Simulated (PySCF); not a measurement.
# Which determinant of ICl⁺ lies lowest?

Unrestricted PBE0; I def2-TZVPP with ECP28, Cl def2-TZVPP; scalar-relativistic core potentials (PySCF 2.14). Outer shells of the fragments: I+ 4d10 5s2 5p4; Cl 3s2 3p5.

Followed along the bond (rough minima from three points):

```
2Ms+1   unpaired  ⟨S²⟩ at the start  R at minimum (Å)  Te (eV)
    2        π ↑               0.75              2.23     0.00
    4  σ ↑, π ↑↑               3.76  none in the scan   ≤ 1.71
```

Solutions found at the starting distance of 2.380 Å, counted from the lowest of them; the search is not exhaustive and high or unbound solutions are not listed, so other states can lie among these:

| 2Ms+1 | unpaired | term | E (eV) | ⟨S²⟩ | ⟨Lz²⟩ | μ (D) |
| --- | --- | --- | --- | --- | --- | --- |
| 2 | π ↑ | ²Π | 0.00 | 0.75 | 1.01 | -0.26 |
| 4 | σ ↑, π ↑↑ | ⁴Σ⁻ | 1.60 | 3.76 | 0.00 | -0.22 |
| 2 | σ ↑, π ↑↓ | mixed | 2.10 | 1.76 | 2.02 | -0.04 |
| 2 | σ ↓, π ↑↑ | mixed | 2.10 | 1.76 | 0.00 | -0.11 |
| 2 | σ ↑ | mixed | 2.92 | 0.75 | 2.01 | 0.18 |
| 4 | σ ↑, π ↑↑ | mixed | 3.18 | 3.76 | 2.02 | 1.95 |
| 4 | σ ↑↑, π ↑ | ⁴Π | 4.64 | 3.76 | 1.01 | 0.60 |
| 2 | π ↑ | ²Π | 5.68 | 0.76 | 1.04 | 0.29 |

A term symbol is given only where ⟨S²⟩ and ⟨Lz²⟩ are close to those of a pure state; real π, δ and φ orbitals otherwise mix terms. A positive dipole points towards Cl; it is taken about the centre of mass and depends on that origin.

Spin–orbit coupling is left out. Counting both spins, an empty level lies below a filled one in some of these solutions, because spin and occupation are held.
